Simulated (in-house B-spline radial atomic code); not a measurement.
A fraction x of an electron is removed from 4d in Sn III (Sn2+), starting from [Kr] 4d10 5s2 and keeping the highest spin. Level of theory: scalar-relativistic (X2C) RPBE, spin-polarised, spherical fractional occupations, Fermi nucleus of rms radius 4.6519 fm; calculated with a B-spline radial code for spherical atoms.

| x | E(x) - E(0) (eV) | 4d down level (eV) |
| --- | --- | --- |
| 0 | 0.0000 | -43.155 |
| 0.05 | 2.1778 | -43.957 |
| 0.18 | 8.0284 | -46.057 |
| 0.36 | ? | ? |
| 0.48 | 22.5821 | -50.987 |
| 0.5 | 23.6052 | -51.319 |
| 0.51 | 24.1192 | -51.486 |
| 0.69 | 33.6578 | -54.504 |
| 0.8 | 39.7556 | -56.368 |
| 0.95 | ? | ? |
| 1 | 51.3710 | -59.793 |

Problem. What belongs in the row x = 0.36?

Solution. An energy change of 16.5830 eV; 4d down at -49.001 eV.

Problem. What belongs in the row x = 0.95?

Solution. An energy change of 48.4029 eV; 4d down at -58.932 eV.

Problem. Check Janak's theorem between x = 0.05 and 0.18.

Solution. The slope of the energy is 45.00 eV; the orbital levels give 45.01 eV (-ε of the emptying orbital, averaged over the two points).
